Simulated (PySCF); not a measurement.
Sound and unsound settings

Molecule: `InChI=1S/C3H4F3N/c1-7-2-3(4,5)6/h2H,1H3/b7-2+`; geometry GFN2-xTB.

Bonds (- single, = double, # triple, : aromatic): C1-N2 1.420 Å, N2=C3 1.249 Å, C3-C4 1.507 Å, C4-F5 1.344 Å, C4-F6 1.346 Å, C4-F7 1.331 Å. C1 carries H8, H9, H10; C3 carries H11. Stereochemistry as in C/N=C/C(F)(F)F.

All runs: PySCF 2.14, non-relativistic, gas phase unless a solvent (IEF-PCM) is named; grid level 2, GIAOs and SCF threshold 1e-9 unless changed. The yardstick, PBE0/pcSseg-1, gives these isotropic shieldings σ (ppm, equivalent atoms averaged): C3 32.5, C4 58.8, C1 137.1, N2 -143.9, F5/F6/F7 258.1, H11 24.06, H8/H9/H10 27.80.

(1) What do these inputs give? (1) HSE06/pcSseg-1; (2) PW91/6-31++G**; level_shift 0.3; (3) solvent cyclohexane; HSE06/def2-SVPD; aux def2-qzvpp-jkfit; (4) LDA/pcSseg-1; aux def2-universal-jkfit; (5) wB97X-D/MINI; aux cc-pvdz-ri; max_cycle 60

(2) Comment on the technical settings and failures.

Results:

(1) 
```tsv
run	outcome	functions	wall time	C3	C4	C1	N2	F5/F6/F7	H11	H8/H9/H10
1	converged	139	29 s	31.6	57.7	136.3	-145.5	257.1	24.07	27.81
2	converged	150	38 s	52.0	66.5	144.7	-89.2	253.9	23.79	27.86
3	converged	181	69 s	47.2	71.2	148.4	-105.3	275.9	23.85	27.93
4	converged	139	27 s	23.6	45.8	130.5	-153.1	235.5	23.47	27.25
5	converged	39	8.9 s	109.9	137.2	170.4	-119.8	357.5	22.37	26.46
```

Times are on shared hosts with different chips, so compare them loosely.

(2) 
- Run 2: The functional and orbital basis differ from the yardstick's, which in itself moves the values. The level shift changes the path of the SCF (14 cycles), not the solution, provided the same state is reached.
- Run 3: The functional and orbital basis and medium differ from the yardstick's, which in itself moves the values. The other auxiliary basis adds little: it changes only the density-fitting error.
- Run 4: The functional differs from the yardstick's, which in itself moves the values. The other auxiliary basis adds little: it changes only the density-fitting error.
- Run 5: The functional and orbital basis differ from the yardstick's, which in itself moves the values. The cycle limit changes the path of the SCF (9 cycles), not the solution, provided the same state is reached. With 39 functions the basis is far too small for magnetic properties. The other auxiliary basis adds little: it changes only the density-fitting error.

Run 5 was set up unsoundly or failed; its numbers aren't to be quoted as properties of the molecule.
